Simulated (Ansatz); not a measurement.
CH₇NOSSi, SMILES `NC(S)O[SiH3]`. The species carries charge 0 and has multiplicity 1. The geometry is a stationary point of PBE0-D4/def2-TZVP. It is one conformer, not always the lowest.

```xyz
12

N     1.169   -0.765   -0.001
C     0.317    0.025   -0.832
S    -0.165   -0.903   -2.341
O    -0.831    0.408   -0.146
Si   -0.787    0.634    1.501
H     0.860   -1.728    0.062
H     2.135   -0.735   -0.292
H     0.873    0.913   -1.146
H    -1.099   -0.033   -2.758
H    -0.715   -0.637    2.262
H    -2.085    1.293    1.786
H     0.328    1.528    1.906
```

(1) What is the dipole moment at PBE/def2-TZVPP? (Best estimate.)

(2) And with r2SCAN, B3LYP, ωB97M-V? (Estimate.)

(3) Give the Mulliken charges with PBE, B3LYP, r2SCAN in def2-TZVPP. (Estimate.)

## Answers

(1) Ansatz gave: 1.59 D, with components (1.59, -0.07, 0.00) D in this frame, pointing from negative to positive charge.

(2) The calculation gave: r2SCAN 1.60 D, B3LYP 1.61 D, ωB97M-V 1.60 D.

(3) The calculation gave: 
```tsv
atom	PBE	B3LYP	r2SCAN
N1	-0.31	-0.32	-0.35
C2	0.15	0.19	0.25
S3	-0.21	-0.19	-0.20
O4	-0.29	-0.37	-0.38
Si5	0.34	0.43	0.45
H6	0.16	0.14	0.16
H7	0.16	0.15	0.16
H8	0.11	0.11	0.07
H9	0.11	0.10	0.10
H10	-0.07	-0.08	-0.09
H11	-0.07	-0.08	-0.08
H12	-0.07	-0.08	-0.08
```

B3LYP here is the variant with VWN-RPA as its local correlation; programs differ in this.
